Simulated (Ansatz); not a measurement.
`BP[SiH](C)F` + `[OH][GeH3]` → `B[O][GeH3]` + `C[SiH](F)P` at 400 K and 1 bar (cleavage of the B–P bond).

Gas-phase electronic energies from Ansatz, PBE0-D4/def2-TZVP geometries. CBS: MP2 limit from def2 TZ/QZ plus the TZ coupled-cluster correction, frozen cores. For Ge outer-core shells are correlated without core-valence functions, which leaves a few kJ/mol of doubt a bond. Scalar relativity is left out up to krypton. One conformer a species, not always the lowest.

```
      species  CCSD(T)/CBS energy (Eh)  H − E (kJ/mol)  S (J/(mol·K))
`BP[SiH](C)F`               -796.94025           247.7          415.0
 `[OH][GeH3]`              -2153.69723           116.2          291.7
 `B[O][GeH3]`              -2179.12438           153.4          330.5
 `C[SiH](F)P`               -771.55123           206.1          373.2
```

H − E and S are ideal-gas, rigid-rotor, harmonic terms from PBE0-D4/def2-TZVP, for one conformer and one mirror image of each species. 1 Eh = 2625.50 kJ/mol, R = 8.31446 J/(mol·K).

Question: By hand: ΔE, ΔH, ΔS and ΔG.

Answer: ΔE = (-2179.12438) + (-771.55123) − (-796.94025) − (-2153.69723) = -0.03813 Eh = -100.1 kJ/mol. Δ(H − E) = 153.4 + 206.1 − 247.7 − 116.2 = -4.4, so ΔH = -104.5 kJ/mol. ΔS = 330.5 + 373.2 − 415.0 − 291.7 = -3.0 J/(mol·K). ΔG = -104.5 − 400 × (-3.0)/1000 = -103.3 kJ/mol.

Question: By hand: the equilibrium constant, and the temperature at which ΔG would vanish if ΔH and ΔS stayed fixed.

Answer: log₁₀ K = −ΔG/(RT ln 10) = 13.5. ΔG = 0 at ΔH/ΔS = 34833 K, far beyond where these terms or the molecules hold.

The number of gas molecules stays the same, so ΔS is small and ΔH decides. A doubt of 5 kJ/mol in ΔE shifts log₁₀ K by 0.7 here. Other conformers and mirror images would add mixing entropy, several J/(mol·K) or more a flexible species. Modes under 60 cm⁻¹, often nearly free rotors, make the harmonic entropy too high. These are equilibria of isolated gas molecules and say nothing of rates. Largest T1 diagnostic: 0.015 (customary marks: 0.02 for closed shells, 0.045 for open ones).
